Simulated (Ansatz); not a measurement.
`C#Cc1ccc(C#Cc2ccc(C#Cc3ccc(C#Cc4ccc(C#Cc5ccc(C#Cc6ccc(C#Cc7ccccc7)cc6)cc5)cc4)cc3)cc2)cc1` with charge +1. Total charge 1; doublet. Geometry PBE-D4/def2-SVP, that of the neutral singlet.

Cartesian coordinates in Å:
```
C -24.057 2.100 2.156
C -22.840 1.982 2.056
C -21.425 1.844 1.939
C -20.656 1.327 3.015
C -19.273 1.193 2.901
C -18.601 1.569 1.706
C -17.193 1.433 1.590
C -15.969 1.315 1.487
C -14.561 1.181 1.368
C -13.899 1.506 0.152
C -12.518 1.374 0.034
C -11.734 0.911 1.126
C -10.327 0.779 1.005
C -9.103 0.666 0.897
C -7.695 0.539 0.770
C -6.893 0.163 1.882
C -5.512 0.042 1.757
C -4.868 0.289 0.514
C -3.461 0.168 0.385
C -2.236 0.064 0.271
C -0.828 -0.051 0.136
C -0.205 0.082 -1.135
C 1.176 -0.029 -1.268
C 2.000 -0.275 -0.135
C 3.408 -0.384 -0.271
C 4.633 -0.475 -0.391
C 6.041 -0.577 -0.531
C 6.878 -0.727 0.608
C 8.260 -0.823 0.471
C 8.870 -0.774 -0.813
C 10.279 -0.869 -0.953
C 11.504 -0.950 -1.076
C 12.913 -1.041 -1.217
C 13.755 -1.146 -0.077
C 15.138 -1.233 -0.216
C 15.743 -1.221 -1.502
C 17.153 -1.309 -1.644
C 18.378 -1.386 -1.767
C 19.791 -1.473 -1.909
C 20.630 -1.548 -0.766
C 22.019 -1.633 -0.911
C 22.600 -1.644 -2.190
C 21.780 -1.569 -3.329
C 20.390 -1.484 -3.196
C 14.901 -1.118 -2.642
C 13.518 -1.030 -2.503
C 8.033 -0.625 -1.952
C 6.651 -0.528 -1.815
C 1.377 -0.409 1.136
C -0.005 -0.301 1.268
C -5.671 0.664 -0.599
C -7.052 0.787 -0.473
C -12.396 0.586 2.342
C -13.777 0.716 2.460
C -19.374 2.087 0.630
C -20.756 2.221 0.745
H -25.129 2.205 2.244
H -21.166 1.032 3.943
H -18.686 0.791 3.740
H -14.495 1.866 -0.699
H -12.018 1.629 -0.911
H -7.380 -0.032 2.849
H -4.902 -0.249 2.625
H -0.832 0.275 -2.018
H 1.646 0.076 -2.256
H 6.418 -0.766 1.606
H 8.897 -0.938 1.360
H 13.299 -1.156 0.924
H 15.779 -1.313 0.674
H 20.171 -1.539 0.234
H 22.657 -1.691 -0.016
H 23.693 -1.710 -2.300
H 22.231 -1.578 -4.334
H 19.745 -1.425 -4.085
H 15.358 -1.108 -3.642
H 12.878 -0.950 -3.393
H 8.493 -0.586 -2.950
H 6.014 -0.412 -2.703
H 2.003 -0.600 2.019
H -0.475 -0.407 2.257
H -5.184 0.857 -1.566
H -7.662 1.079 -1.340
H -11.800 0.226 3.194
H -14.278 0.460 3.405
H -18.865 2.382 -0.299
H -21.344 2.623 -0.093
```

Single mean-field runs in def2-SVP are fitted with def2-universal-jkfit.

Task: Estimate the α-spin orbital energies around the gap (eV) in Ansatz with PBE-D4/def2-SVP, PBE0-D4/def2-SVP, r2SCAN0-D4/def2-SVP.

Result: 
```
orbital  PBE-D4/def2-SVP  PBE0-D4/def2-SVP  r2SCAN0-D4/def2-SVP
 HOMO−5            -8.08             -9.10                -9.28
 HOMO−4            -8.02             -8.98                -9.13
 HOMO−3            -7.72             -8.67                -8.84
 HOMO−2            -7.36             -8.25                -8.41
 HOMO−1            -7.03             -7.83                -7.97
   HOMO            -6.89             -7.71                -7.86
   LUMO            -5.11             -4.65                -4.70
 LUMO+1            -4.76             -4.21                -4.23
 LUMO+2            -4.36             -3.72                -3.73
 LUMO+3            -3.93             -3.22                -3.21
 LUMO+4            -3.49             -2.72                -2.69
 LUMO+5            -3.35             -2.56                -2.53
 β HOMO            -6.94             -7.44                -7.54
 β LUMO            -6.80             -7.03                -7.11
```
